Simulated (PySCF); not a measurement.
# What a mistake does to a calculation on AlB2CH6

Calculated results; nothing here was measured. They come from PySCF 2.14.0, an open-source quantum chemistry program, on an isolated molecule that a program drew, which may never have been made. The molecule is AlB2CH6 (charge 0, doublet), drawn as the SMILES string `[BH2][Al][BH]C`.

Each row is a Hartree-Fock (HF) and frozen-core CCSD(T) single point in the cc-pV(D+d)Z basis, meant for a local HF minimum. Run 1 is clean. Each other run has one planted mistake out of seven kinds, and not every kind appears here: one electron removed, one electron added, multiplicity raised by two, geometry at a saddle point, minimal basis STO-3G, one bond length entered in bohr, all coordinates scaled. The reference is restricted for singlets and unrestricted otherwise, and also for a bond in bohr. Adding or removing an electron swaps singlet and doublet. Electrons count all cores. HOMO and LUMO are orbital energies over both spins, the gradient is its largest component, and the lowest frequency (negative if imaginary) is given only where the gradient is small. Bond lengths are over the 9 bonds as drawn. T1 is the CCSD diagnostic: over 0.02 (restricted) or 0.045 (unrestricted) a single reference is doubtful.

Geometry of the clean run:
```xyz
10
AlB2CH6, angstrom
B    -2.1179    0.9759   -1.9517
Al   -0.0988    0.7172   -1.3708
B     1.1289   -0.7811   -0.4598
C     2.0291   -1.8531   -1.1998
H    -2.4894    0.7370   -3.0720
H    -2.9320    1.4643   -1.2111
H     1.2108   -0.7647    0.7466
H     1.9185   -1.9131   -2.2840
H     3.0818   -1.6295   -0.9787
H     1.8449   -2.8476   -0.7757
```

```
run  electrons  basis functions  <S^2>  HOMO (eV)  LUMO (eV)  gradient (hartree/bohr)  lowest frequency (cm^-1)  mean bond (Å)  longest bond (Å)      T1  HF (hartree)  CCSD(T) (hartree)                          mistake
  1         35               95  0.805      -7.09       0.67                  1.0e-05                        61         1.4161             2.140  0.0270    -332.56403         -332.99230                         no fault
  2         34               95  0.000     -14.87      -5.79                  3.5e-02                         -         1.4161             2.140  0.0126    -332.32847         -332.74041             one electron removed
  3         35               95  1.492      -7.56       0.75                  1.6e-02                         -         1.6277             4.045  0.0528    -332.49732         -332.90240  one bond length entered in bohr
  4         35               30  0.808      -3.42       6.88                  3.8e-02                         -         1.4161             2.140  0.0313    -328.53633         -328.73598             minimal basis STO-3G
  5         36               95  0.000      -0.48       6.27                  2.3e-02                         -         1.4161             2.140  0.0347    -332.55695         -333.03401                                ?
  6         35               95  3.792      -6.36      -0.91                  4.6e-02                         -         1.4161             2.140  0.0551    -332.46544         -332.89200                                ?
```

**Which mistake was planted in run 5, and what did it cost?**

It counts 36 electrons, one more than the clean run, at the same geometry and basis. So the mistake is: one electron added. Subtracting run 1 and multiplying by 627.51 kcal/mol a hartree, the energy moved by 4.4 kcal/mol in HF and -26.2 kcal/mol in CCSD(T).

**Which mistake was planted in run 6, and what did it cost?**

Electrons, basis and geometry are unchanged, and <S^2> is 3.792, beside S(S+1) = 3.75 for a multiplicity of 4. So the mistake is: multiplicity raised by two. Subtracting run 1 and multiplying by 627.51 kcal/mol a hartree, the energy moved by 61.9 kcal/mol in HF and 62.9 kcal/mol in CCSD(T).

Cautions from the logs. Run 3: T1 is over the limit, so its CCSD(T) energy is less reliable; run 5: T1 is over the limit, so its CCSD(T) energy is less reliable; run 6: T1 is over the limit, so its CCSD(T) energy is less reliable.
